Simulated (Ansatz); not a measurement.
A CCSD(T) single point on CH₄F₃NOW (`C[N]=[W]([OH])([F])([F])[F]`).

```yaml
crystal:
  periodic: [false, false, false]
  atoms:
    - {symbol: C, position_ang: [0.790555, -0.739551, 1.594422]}
    - {symbol: N, position_ang: [0.263697, -0.111379, 0.440876]}
    - {symbol: W, position_ang: [-0.309598, 0.748902, -0.916192]}
    - {symbol: O, position_ang: [-1.429478, -0.427977, -1.857277]}
    - {symbol: F, position_ang: [0.438764, 2.474766, -0.847734]}
    - {symbol: F, position_ang: [-1.836950, 1.608971, -0.243874]}
    - {symbol: F, position_ang: [1.028671, 0.443435, -2.196702]}
    - {symbol: H, position_ang: [0.460349, -1.780943, 1.641143]}
    - {symbol: H, position_ang: [0.448065, -0.221803, 2.494466]}
    - {symbol: H, position_ang: [1.883364, -0.718901, 1.568267]}
    - {symbol: H, position_ang: [-1.671841, -1.332521, -1.656794]}
basis:
  gaussian: {orbitals: def2-SVP}
correlation: {method: ccsd_t}
```

```sh
$ ansatz run in.yaml --threads 4 --pin off --events-out ev --progress --plain --max-ram 11315MiB
```

The program prints (abridged):

```
Functional definition: HF
  name "HF"
  cite "Fock, Z. Phys. 61, 126 (1930) doi:10.1007/BF01340294"
  parent pbe
  exchange = exact_x
  correlation = 0
1320 factors; integrals over basis functions are off by at most 1.6e-3 eV
mean field evaluation 1: about -14520.3104 eV, gradient 7.4e1 eV
mean field evaluation 2: about -14520.5617 eV, gradient 7.4e1 eV
mean field evaluation 4: about -14530.4425 eV, gradient 1.2e1 eV
mean field evaluation 8: about -14530.7690 eV, gradient 8.8e-1 eV
mean field evaluation 16: about -14530.7714 eV, gradient 1.8e-6 eV
mean field -14530.77136326 eV, -533.9959982892 hartree, gradient 1.8e-6 eV, S^2 0.000000; 0 other end points of the search recorded, 0 dependent functions left out
6 core orbitals not correlated: weight in the atoms' cores, before any rotation towards them, 1.000 or more for the frozen orbitals, at most 0.000 for the correlated occupied ones
reference -14530.77136326 eV, -533.9959982892 hartree; 27, 27 occupied and 103, 103 virtual orbitals, 1320 factors
second order -39.20546286 eV of doubles, -0.00000000 eV of singles
cycle   1  -36.71677977 eV  change     2.5e0 eV  update   2.5e-1
cycle   2  -38.17514544 eV  change    -1.5e0 eV  update   1.4e-1
cycle   3  -38.51368898 eV  change   -3.4e-1 eV  update   3.4e-2
cycle   4  -38.52752792 eV  change   -1.4e-2 eV  update   1.2e-2
cycle   5  -38.51231395 eV  change    1.5e-2 eV  update   3.1e-3
cycle   6  -38.51317212 eV  change   -8.6e-4 eV  update   1.5e-3
cycle   7  -38.51319576 eV  change   -2.4e-5 eV  update   6.0e-4
cycle   8  -38.51294578 eV  change    2.5e-4 eV  update   2.6e-4
cycle   9  -38.51289487 eV  change    5.1e-5 eV  update   1.1e-4
cycle  10  -38.51305362 eV  change   -1.6e-4 eV  update   4.9e-5
cycle  11  -38.51295915 eV  change    9.4e-5 eV  update   2.6e-5
cycle  12  -38.51294463 eV  change    1.5e-5 eV  update   1.1e-5
perturbative correction -1.36545464 eV, -0.0501795325 hartree
Total energy: -14570.64976253 eV, -535.4615024319 hartree
```

Hardware: 4 threads of an AMD EPYC 9R45 on a shared host. Wall time 15 s, peak host memory 1.3 GiB.

MP2 recovers 98.3 % of the CCSD(T) correlation energy and the triples give 3.4 %; T1 = 0.0185.
